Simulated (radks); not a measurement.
Cu IV, configuration [Ar] 3d5 4s2 4p1 (not the ground configuration).

All-electron calculation, non-relativistic Kohn-Sham, SCAN, spin-polarised, spherical densities, point nucleus; open shells are filled with parallel spins first; meta-GGA in the generalised Kohn-Sham scheme. Program: a radial shooting solver on a logarithmic mesh with Libxc functionals.

Energy parts (eV):
total: -44505.646
kinetic: 44477.891
electron-nucleus: -104591.672
Hartree: 17372.782
exchange-correlation: -1764.647

Orbitals (lengths in bohr, moments of r in powers of bohr; <r^-3> diverges for s and p1/2; r(max) is where P^2 peaks; r(90%) holds 90 % of the orbital's charge):
| orbital | occ. | eigenvalue (eV) | r(90%) | r(max) | <r^-3> |
|---|---|---|---|---|---|
| 1s up | 1 | -8854.588 | 0.0942 | 0.03489 | - |
| 1s down | 1 | -8854.444 | 0.0942 | 0.03489 | - |
| 2s up | 1 | -1138.635 | 0.369 | 0.1996 | - |
| 2s down | 1 | -1132.736 | 0.367 | 0.1994 | - |
| 2p up | 3 | -1006.174 | 0.340 | 0.1599 | 671.6 |
| 2p down | 3 | -1001.819 | 0.338 | 0.1596 | 676.1 |
| 3s up | 1 | -195.4809 | 1.02 | 0.6107 | - |
| 3s down | 1 | -185.6601 | 1.04 | 0.6132 | - |
| 3p up | 3 | -153.0348 | 1.07 | 0.6079 | 96.29 |
| 3p down | 3 | -143.1822 | 1.09 | 0.6118 | 92.53 |
| 3d up | 5 | -81.8227 | 1.20 | 0.5549 | 11.30 |
| 4s up | 1 | -44.6867 | 2.69 | 1.665 | - |
| 4s down | 1 | -41.5351 | 2.77 | 1.728 | - |
| 4p up | 1 | -34.3808 | 3.00 | 1.860 | 12.30 |

The highest occupied level is 4p up at -34.381 eV. The spin density at the nucleus is 0.342 e/bohr^3 (1s -0.133, 2s -4.970, 3s 3.753, 4s 1.693), a Fermi contact field of 17.9 T. The electron density at the nucleus is 1.667e+04 e/bohr^3.

Empty levels of this run are not shown, since the potential may be unsettled where no density lies.
